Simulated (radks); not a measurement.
Polarisability of the bromine ion Br6+, [Ar] 3d10 4s1, at imaginary frequency. All-electron calculation, non-relativistic Kohn-Sham, PBE, spin-polarised, spherical densities, point nucleus; open shells are filled with parallel spins first. Program: a radial shooting solver on a logarithmic mesh with Libxc functionals. Response by self-consistent Sternheimer equations with the Hartree and adiabatic LDA kernel.

w (hartree)  alpha1(iw) (bohr^3)  alpha2(iw) (bohr^5)
0.00266                    2.315                2.345
0.0143                     2.313                2.345
0.0360                     2.308                2.344
0.0697                     2.289                2.340
0.118                      2.242                2.331
0.186                      2.143                2.309
0.280                      1.963                2.266
0.413                      1.680                2.179
0.605                      1.314                2.018
0.892                     0.9375                1.742
1.35                      0.6293                1.331
2.12                      0.4150               0.8531
3.59                      0.2667               0.4450
6.94                      0.1448               0.1842
17.5                     0.04456              0.04629

Static values: alpha1 = 2.315 bohr^3 (0.3430 angstrom^3; uncoupled 2.971), alpha2 = 2.345 bohr^5, alpha3 = 5.205 bohr^7. C6 = 3.270, C8 = 22.55, triple-dipole C9 = 4.981 atomic units. One-pole (London) frequency 4 C6 / (3 alpha1^2) = 0.814 hartree, against 3.510 for minus the highest occupied eigenvalue.
